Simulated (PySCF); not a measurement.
Vertical excitations of a molecule C2H7ClOSi from TDDFT-PBE/def2-SVPD in PySCF, as energy in eV (oscillator strength): 5.37 (0.006), 5.75 (0.000), 6.50 (0.008), 6.69 (0.009), 6.74 (0.024), 6.76 (0.073), 6.82 (0.010), 6.97 (0.002), 7.10 (0.020), 7.12 (0.028). Lowest triplet (TDA): 5.19 eV. The structure is a stationary point at PBE-D3(BJ)/def2-SVP. Other conformers were not sampled.

Identify the compound among the candidates.
(A) CO[Si@@H](C)Cl
(B) C[Si@H](Cl)CO
(C) O[SiH2]CCCl
(D) C[C@@H](O)[SiH2]Cl

D, C[C@@H](O)[SiH2]Cl
